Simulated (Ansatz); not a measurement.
PdCl₂: single points at one geometry.

```yaml
crystal:
  periodic: [false, false, false]
  atoms:
    - {symbol: Pd, position_ang: [-0.877127, 0.010274, 0.289049]}
    - {symbol: Cl, position_ang: [0.905791, 0.785971, 1.245164]}
    - {symbol: Cl, position_ang: [-0.028664, -0.796245, -1.534213]}
basis:
  gaussian: {orbitals: def2-TZVPD, initial_orbitals: start.molden}
hamiltonian: {xc: r2scan, dispersion: d4}
scf: {omitted_lower_state_checks: [starts]}
output: {orbitals: {seedname: orbitals}}
```

The file start.molden holds the orbitals of an earlier run on this structure, at another level or in another basis.

```sh
$ ansatz run in.yaml --threads 4 --pin off --events-out ev --progress --plain --max-ram 3916MiB
```

It prints (some lines left out):

```
Functional definition: r2SCAN
919 factors; their error is unknown
mean field evaluation 1: about -28526.9198 eV, gradient 1.0e1 eV
mean field evaluation 2: about -28526.9922 eV, gradient 1.3e-1 eV
mean field evaluation 4: about -28526.9802 eV, gradient 4.0e-4 eV
mean field evaluation 8: about -28526.9802 eV, gradient 1.8e-5 eV
mean field -28526.98017384 eV, -1048.3471851068 hartree, gradient 1.8e-5 eV, S^2 0.000000; 0 other end points of the search recorded, 0 dependent functions left out
reference -28526.98019758 eV, -1048.3471859794 hartree; 26, 26 occupied and 106, 106 virtual orbitals, 919 factors
Total energy: -28526.99889555 eV, -1048.3478731170 hartree
Checks for a lower state left out: starts
```

Run time 2.1 s (4 threads of Arm Neoverse V1 on a shared host).

First input, but with `gaussian: {orbitals: def2-TZVPP, initial_orbitals: start.molden}`, `correlation: {method: ccsd_t}` and without the key `hamiltonian` (abridged; 15 s):

```
Functional definition: HF
mean field evaluation 16: about -28454.9733 eV, gradient 3.3e1 eV
mean field evaluation 32: about -28461.6132 eV, gradient 4.9e0 eV
mean field evaluation 64: about -28462.5454 eV, gradient 9.0e-4 eV
mean field -28465.10018358 eV, -1046.0731374085 hartree, gradient 1.7e-6 eV, S^2 0.000000; 2 other end points of the search recorded, 0 dependent functions left out; unrestricted orbitals would lower it
mean field evaluation 96: about -28465.1562 eV, gradient 5.2e-1 eV
determinant -28465.10018358 eV, -1046.0731374085 hartree, with singles and doubles -28493.47134940 eV, -1047.1157585219 hartree
determinant -28462.54541465 eV, -1045.9792513820 hartree, with singles and doubles -28490.85111095 eV, -1047.0194665350 hartree
determinant -28461.81863295 eV, -1045.9525426472 hartree, with singles and doubles -28490.49743213 eV, -1047.0064690782 hartree
10 core orbitals not correlated: weight in the atoms' cores, before any rotation towards them, 1.000 or more for the frozen orbitals, at most 0.000 for the correlated occupied ones
second order -28.46941970 eV of doubles, -0.00000000 eV of singles
cycle   1  -28.38248804 eV  change   -1.1e-2 eV  update   4.0e-3
cycle   2  -28.38226206 eV  change    2.3e-4 eV  update   2.9e-3
cycle   3  -28.38132243 eV  change    9.4e-4 eV  update   2.2e-3
cycle   4  -28.38642203 eV  change   -5.1e-3 eV  update   8.0e-4
cycle   5  -28.38657030 eV  change   -1.5e-4 eV  update   5.0e-4
cycle   6  -28.38538676 eV  change    1.2e-3 eV  update   2.2e-4
cycle   7  -28.38535780 eV  change    2.9e-5 eV  update   1.7e-4
cycle   8  -28.38538721 eV  change   -2.9e-5 eV  update   4.5e-5
cycle   9  -28.38532231 eV  change    6.5e-5 eV  update   3.0e-5
cycle  10  -28.38533966 eV  change   -1.7e-5 eV  update   1.1e-5
perturbative correction -1.30349110 eV, -0.0479024143 hartree
Total energy: -28494.78901433 eV, -1047.1641818150 hartree
Checks for a lower state left out: starts
```

The first input with `hamiltonian: {xc: pbe0, dispersion: d4}` (abridged; 1.2 s):

```
Functional definition: PBE0
mean field -28518.69215517 eV, -1048.0426060388 hartree, gradient 2.4e-5 eV, S^2 0.000000
Total energy: -28518.77156812 eV, -1048.0455244106 hartree
Checks for a lower state left out: starts
```

The first input with `hamiltonian: {xc: pbe, dispersion: d4}` (abridged; 0.85 s):

```
Functional definition: PBE
mean field -28517.89254344 eV, -1048.0132208497 hartree, gradient 1.8e-5 eV, S^2 0.000000
Total energy: -28517.98631420 eV, -1048.0166668615 hartree
Checks for a lower state left out: starts
```

As the first input, with `gaussian: {orbitals: def2-SVP, initial_orbitals: start.molden}`, `hamiltonian: {xc: pbe0, dispersion: d4}` (abridged; 0.7 s):

```
Functional definition: PBE0
mean field -28509.05213209 eV, -1047.6883417248 hartree, gradient 2.6e-5 eV, S^2 0.000000
Total energy: -28509.13153493 eV, -1047.6912597253 hartree
Checks for a lower state left out: starts
```

As the first input, with `gaussian: {orbitals: STO-3G}`, `hamiltonian: {xc: hf}` (abridged; 0.25 s):

```
Functional definition: HF
mean field -157786.76908116 eV, -5798.5568120191 hartree, gradient 8.6e-6 eV, S^2 0.000000
Total energy: -157786.76908116 eV, -5798.5568120191 hartree
Checks for a lower state left out: starts
```

As the first input, with `gaussian: {orbitals: def2-TZVP, initial_orbitals: start.molden}`, `hamiltonian: {xc: pbe}`, `correlation: {method: rpa}` and without the key `output` (abridged; 1.4 s):

```
Functional definition: PBE
mean field -28517.85374708 eV, -1048.0117951096 hartree, gradient 2.2e-6 eV, S^2 0.000000
10 core orbitals not correlated: weight in the atoms' cores, before any rotation towards them, 1.000 or more for the frozen orbitals, at most 0.000 for the correlated occupied ones
Total energy: -28498.34080942 eV, -1047.2947078772 hartree
Checks for a lower state left out: starts
```

Geometry: r2SCAN-D4/def2-TZVP.

In the def2 sets Pd takes a core potential, while STO-3G treats all electrons; there is no spin–orbit coupling. Correlated methods freeze 10 core orbitals; core or outer-core shells of Pd are correlated, in sets that lack core-valence functions. At CCSD(T)/def2-TZVPP the restricted singlet (for correlated methods, its reference) is unstable: a solution with broken spin symmetry lies lower. The restricted singlet is unstable towards broken spin symmetry in Hartree–Fock (as tested in another run); at HF/STO-3G this wasn't settled. At RPA@PBE/def2-TZVP the test of the restricted singlet for broken spin symmetry was undecided. The order of the spin states hangs on the level: the triplet lies 0.15 eV below the singlet at PBE0-D4/def2-TZVP, but 0.13 eV above it at CCSD(T)/def2-TZVPP. The singlet is doubtful at CCSD(T)/def2-TZVPP (restricted singlet, unstable towards broken spin symmetry). The structure comes from a short search, and lower isomers may exist.
